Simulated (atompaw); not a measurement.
What one change does to a pseudopotential (scandium, PAW (atompaw))

- Element: scandium
- Generator: atompaw 4.2.0.5
- Type: PAW
- Functional: PBE
- Relativity: scalar-relativistic
- Frozen core: [Ne] 3s2
- Valence charge: 9
- Reference configuration: 3p6 3d1 4s2 4p0
- Partial waves: 4s (bound): rc 2.70 bohr; 4s channel at 1.75 Ry: rc 2.70 bohr; 3p (bound): rc 1.95 bohr; 4p (bound, empty): rc 2.70 bohr; 3d (bound): rc 2.70 bohr; 3d channel at 2.4 Ry: rc 2.70 bohr
- Local potential: troulliermartins scheme with l = 3 at 0.5 Ry, radius 2.35 bohr
- Core correction: smooth core density matched at 1.90 bohr
- Augmentation charge: sinc compensation charge, radius 2.30 bohr; PAW radius 2.70 bohr; waves and projectors: custom polynom2 7 10 vanderbiltortho

Change: local potential troulliermartins scheme with l = 3 at 0.5 Ry, radius 2.12 bohr.

Cutoffs: the cutoffs (Ry, on a coarse ladder) from which the occupation-weighted sum of valence levels, in a spherical-Bessel basis at the reference potential, stays within 10 and 1 mRy of its value at 400 Ry; they do not see the model core or the augmentation charge, which bear on the density cutoff.

What does the change do?

The potential gets neither clearly harder nor softer (21 Ry and 30 Ry → 21 Ry and 30 Ry); the range in which the s phases agree narrows (upper end 1.1 → 0.1); the range in which the p phases agree narrows (upper end 3.8 → 0.2); neither file shows a bound ghost.

| quantity | base | changed |
| --- | --- | --- |
| cutoff, loose | 21 Ry | 21 Ry |
| cutoff, tight | 30 Ry | 30 Ry |
| bound ghosts | none | none |
| s: phases at 2.70 bohr within 0.05 rad from the reference energy up to (Ry; the scan ends near 5) | 1.1 | 0.1 |
| p: phases at 2.70 bohr within 0.05 rad from the reference energy up to (Ry; the scan ends near 5) | 3.8 | 0.2 |
| d: phases at 2.70 bohr within 0.05 rad from the reference energy up to (Ry; the scan ends near 5) | 1.0 | 1.1 |
| lowest overlap eigenvalue by channel | s 0.64, p 0.60, d 1.00 | s 0.62, p 0.56, d 1.00 |

 The cutoffs see the waves, projectors and local potential, not the compensation charge or the core.
